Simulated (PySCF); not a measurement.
CH3F3OSi, SMILES O[SiH2]C(F)(F)F. Atoms are numbered in the order given.

```xyz
9

Si     1.0139    -0.6951     0.2252
O      2.0514    -0.0497    -0.8916
C     -0.7075     0.1722     0.1126
F     -1.2923     0.0199    -1.0820
F     -0.5956     1.4966     0.3312
F     -1.5525    -0.3116     1.0365
H      0.8274    -2.1256    -0.1125
H      1.4634    -0.4921     1.6321
H      2.3129     0.8700    -0.7872
```

Coordinates come from a PBE0-D3(BJ)/def2-SVP optimisation. One conformer was computed; it need not be the lowest.

Two levels are set side by side: PBE/pcSseg-1 (PySCF) and HF/pcSseg-1 (PySCF). GIAO shifts against CFCl3 (¹⁹F), H2O (¹⁷O), TMS (²⁹Si), TMS (¹H), TMS (¹³C) at the same level; non-relativistic, no solvent, atoms listed together averaged. Differences are taken from unrounded values.

```json
[
 {"quantity": "δ(²⁹Si) of Si1 (ppm)", "HF": "-32.5"},
 {"quantity": "δ(¹⁷O) of O2 (ppm)", "HF": "0.6"},
 {"quantity": "δ(¹³C) of C3 (ppm)", "HF": "117.1"},
 {"quantity": "δ(¹H) of H7, H8 (ppm)", "HF": "4.67"},
 {"quantity": "δ(¹H) of H9 (ppm)", "HF": "2.25"}
]
```

Q: What does PBE give, and how far is it from HF? (Estimate from the structure and the level; the computed values follow.)

A: 
```csv
quantity,PBE,PBE minus HF
δ(²⁹Si) of Si1 (ppm),-30.0,2.4
δ(¹⁷O) of O2 (ppm),18.6,18.0
δ(¹³C) of C3 (ppm),139.9,22.8
"δ(¹H) of H7, H8 (ppm)",5.18,0.52
δ(¹H) of H9 (ppm),1.36,-0.89
```

Rough cost on one machine, each run with all the roots and properties that it gave: HF against PBE within a factor of 2.
